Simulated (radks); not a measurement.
Species: Co. Configuration: [Ar] 3d7 4s2. All-electron calculation, scalar-relativistic Kohn-Sham, TASK exchange with Perdew-Wang LDA correlation, spin-unpolarised, spherical densities, finite nucleus; meta-GGA in the generalised Kohn-Sham scheme; Fermi nuclear charge, rms radius 3.7875 fm. Program: a radial shooting solver on a logarithmic mesh with Libxc functionals.

Local quantities along the radius. ELF = 1/(1 + alpha^2) is the electron localisation function; alpha = (tau - tau_W)/tau_unif compares the Pauli kinetic energy density with that of the uniform gas; r v_xc is r times the local exchange-correlation potential (hartree bohr, multiplicative part alone); s = |grad rho|/(2 (3 pi^2)^(1/3) rho^(4/3)) is the reduced gradient. tau is taken from the large components.

r (bohr)	ELF	alpha	r v_xc	s
0.004802	1.000	0.01882	-0.2366	0.4480
0.006303	1.000	0.02080	-0.2669	0.4472
0.008274	0.999	0.02391	-0.3034	0.4531
0.01086	0.999	0.02888	-0.3449	0.4664
0.01425	0.999	0.03716	-0.3878	0.4886
0.01871	0.997	0.05186	-0.4253	0.5220
0.02456	0.994	0.08029	-0.4507	0.5701
0.03224	0.980	0.1413	-0.4905	0.6359
0.04231	0.924	0.2861	-0.6639	0.7165
0.05554	0.709	0.6400	-0.7816	0.7790
0.0729	0.371	1.301	-0.5908	0.7144
0.09569	0.290	1.565	-0.7194	0.4578
0.1256	0.512	0.9757	-0.8964	0.2951
0.1635	0.761	0.5609	-0.9930	0.3534
0.2147	0.817	0.4726	-1.109	0.5287
0.2818	0.600	0.8164	-1.151	0.7466
0.3698	0.191	2.056	-0.7633	0.6491
0.4855	0.343	1.383	-1.116	0.2238
0.6372	0.720	0.6237	-1.304	0.3010
0.8364	0.763	0.5569	-1.400	0.5238
1.098	0.592	0.8298	-1.369	0.7931
1.441	0.280	1.602	-0.9174	1.037
1.891	0.171	2.203	-0.8650	0.9965
2.483	0.356	1.345	-1.134	0.9614
3.259	0.646	0.7407	-0.9786	1.345
4.277	0.749	0.5792	-0.6683	2.305
5.614	0.664	0.7111	0.1123	4.670
7.369	0.302	1.521	0.9177	11.60
9.673	0.035	5.262	-0.03687	37.26

On this mesh the ELF has minima near r = 0.084, 0.37, 1.9 bohr, which separate the shells, and maxima near 0.21 (0.82), 0.73 (0.77), 4.3 (0.75).

Self-consistent cycle (total energy in hartree, residual of the potential): 1: -1392.259270, 3e+00; 2: -1392.549034, 2e+00; 3: -1392.762460, 1e-01; 4: -1392.764160, 4e-02; 5: -1392.765314, 7e-03; 6: -1392.765348, 4e-03; 7: -1392.765357, 5e-03; 8: -1392.765358, 3e-03; 9: -1392.765362, 2e-03; 10: -1392.765365, 1e-04; 11: -1392.765365, 1e-03; 12: -1392.765366, 3e-04; 13: -1392.765366, 4e-05; 14: -1392.765366, 1e-05; 15: -1392.765366, 7e-06; 16: -1392.765366, 4e-06; 17: -1392.765366, 4e-07.
